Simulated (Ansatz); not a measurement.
Two isomers of C6H15Ga: A = `C[CH](C)[GaH][CH](C)C`, B = `C[CH2][Ga]([CH2]C)[CH2]C`.

Calculated with Ansatz (gas phase, PBE0-D4/def2-TZVP geometries, no zero-point term in ΔE). CCSD(T)/CBS is the MP2 limit (def2-TZVPP, def2-QZVPP) plus CCSD(T) − MP2 in def2-TZVPP, frozen cores. DFT in def2-TZVPP. For Ga outer-core shells are correlated without core-valence functions, which leaves a few kJ/mol of doubt a bond. Scalar relativity is left out up to krypton. Each species was taken in one conformer, which may not be the lowest.

A:

```xyz
22

C    -0.017   -0.454    2.951
C    -0.093   -1.068    1.556
C     1.267   -1.578    1.093
Ga   -0.959    0.159    0.247
C    -0.277    0.392   -1.610
C     0.848    1.428   -1.579
C    -1.361    0.790   -2.602
H     0.375   -1.173    3.681
H    -0.995   -0.120    3.308
H     0.651    0.413    2.972
H    -0.780   -1.926    1.606
H     1.678   -2.312    1.797
H     1.219   -2.057    0.112
H     1.997   -0.765    1.021
H    -2.205    1.020    0.717
H     0.157   -0.566   -1.922
H     1.270    1.580   -2.581
H     1.672    1.132   -0.924
H     0.490    2.406   -1.239
H    -2.144    0.032   -2.689
H    -1.848    1.724   -2.307
H    -0.945    0.945   -3.606
```

B:

Z-matrix (Å, degrees):
```
C
C 1 1.524
H 1 1.095 2 112.3
H 1 1.094 2 111.7 3 -120.3
H 1 1.094 2 111.7 3 120.3
Ga 2 1.985 1 115.8 3 -180.0
H 2 1.097 1 110.6 3 -57.6
H 2 1.097 1 110.6 3 57.6
C 6 1.986 2 120.0 1 179.8
C 6 1.986 2 120.0 1 -0.3
C 9 1.524 6 115.8 2 -0.4
H 9 1.097 6 107.4 2 -124.5
H 9 1.097 6 107.3 2 123.6
C 10 1.524 6 115.8 2 179.5
H 10 1.097 6 107.4 2 55.4
H 10 1.097 6 107.3 2 -56.4
H 11 1.095 9 112.3 6 180.0
H 11 1.094 9 111.7 6 59.7
H 11 1.093 9 111.7 6 -59.7
H 14 1.095 10 112.3 6 180.0
H 14 1.093 10 111.7 6 59.6
H 14 1.094 10 111.7 6 -59.7
```

Question: Which is lower in electronic energy at CCSD(T)/CBS, and by how much? (Estimate.)

Answer: The calculation gave: B, by 34.9 kJ/mol.

Question: Give E(B) − E(A) in kJ/mol with ωB97M-V, CCSD(T)/def2-SVP, CCSD/def2-TZVPP, r2SCAN-D4, LDA (SPW92), MP2/def2-TZVPP, CCSD(T)/def2-TZVPP. (Best estimate.)

Answer: Computed: ωB97M-V -32.1, CCSD(T)/def2-SVP -21.2, CCSD/def2-TZVPP -33.8, r2SCAN-D4 -33.3, LDA (SPW92) -24.4, MP2/def2-TZVPP -33.4, CCSD(T)/def2-TZVPP -32.9. None reverses the order clearly.

Largest T1 diagnostic: 0.010.

Leaving LDA and LC-ωPBE aside and taking each functional with its dispersion term where it has one, the values, not all of them listed here, spread over 12.7 kJ/mol, from B2PLYP to B97M-V. LDA lies +10.8 kJ/mol from PBE without D4. From BLYP to BHLYP (50 % exact exchange), in def2-TZVPP and without D4, E(B) − E(A) moves by +4.0 kJ/mol.
